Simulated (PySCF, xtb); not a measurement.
B(AsH2)(F)(OH) (AsBFH3O), SMILES OB(F)[AsH2]. The values are those of a single conformer.

Harmonic wavenumbers (cm⁻¹) from GFN2-xTB in xtb at its own minimum, in rising order: 83, 206, 280, 352, 525, 568, 679, 700, 887, 1007, 1149, 1285, 1858, 1946, 3630.

Question: What does r2SCAN-D4/def2-SVP (PySCF) give at its own minimum? (An estimate is asked for; the answer gives what the named calculation found.)

Answer: 117, 221, 300, 417, 558, 586, 675, 688, 965, 996, 1236, 1439, 2201, 2232, 3884. Paired by order, the mean absolute difference is 94 cm⁻¹ and the zero-point energies are 21.7 and 23.6 kcal/mol.
